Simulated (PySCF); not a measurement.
CH₆SeSi, SMILES [SiH3]C[SeH], singlet (CAM-B3LYP/def2-SVP optimised geometry):

```
9

Si     1.078    -0.427     0.000
C     -0.807    -0.427     0.000
Se    -1.590     1.372     0.000
H      1.590     0.244     1.224
H      1.588    -1.828    -0.042
H      1.577     0.297    -1.202
H     -1.175    -0.892     0.927
H     -1.218    -1.009    -0.836
H     -0.897     1.828    -1.213
```

Method: CAM-B3LYP/def2-TZVP in PySCF.

Question: What are the frontier orbital energies and the dipole moment?

Answer: HOMO-2 -11.06 eV, HOMO-1 -10.21 eV, HOMO -7.88 eV, LUMO 0.69 eV, LUMO+1 1.60 eV; dipole moment 1.03 D.

Meta-Löwdin charges at CAM-B3LYP/def2-TZVP: Si1 0.53, C2 -0.53, Se3 -0.01, H4 -0.10, H5 -0.11, H6 -0.10, H7 0.14, H8 0.13, H9 0.05.
